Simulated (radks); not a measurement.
Spherical jellium clusters: N electrons in a uniform positive sphere of charge N and radius rs N^(1/3), rs = 2.89 bohr. Method: non-relativistic Kohn-Sham, LDA (Slater exchange, Perdew-Wang correlation), spin-polarised, spherical densities; computed with a radial shooting solver with Libxc functionals. Levels are named by radial order and angular momentum (1s, 1p, 1d, 2s, ...), and open shells are averaged over m.

N = 17, configuration 1s2 1p6 1d(up 5, down 4). This is the lowest configuration that the search found. Occupied and some empty levels:

level,occupation,eigenvalue (eV),<r> (bohr)
1s up,1,-7.5527,4.468
1s down,1,-7.4619,4.435
1p up,3,-5.7935,5.561
1p down,3,-5.6782,5.557
1d up,5,-3.7841,6.413
1d down,4,-3.6672,6.431
2s up,0,-3.3102,5.818
2s down,0,-3.2478,5.851
1f up,0,-1.6266,7.354
1f down,0,-1.5235,7.404
2p up,0,-1.2640,8.053
2p down,0,-1.2119,8.130

Energy (eV): total -25.5354, kinetic 52.296, external -1234.3, Hartree 601.55, exchange-correlation -80.078, background 634.97.

Electron density:

r (bohr),n(r) (e/bohr^3)
0.866,0.005603
1.79,0.006836
2.72,0.008736
3.65,0.01061
4.58,0.01134
5.51,0.01003
6.44,0.006949
7.37,0.003675
8.30,0.001564
9.23,0.0005897
10.2,0.0002068
11.1,0.00006994
12.0,0.00002342
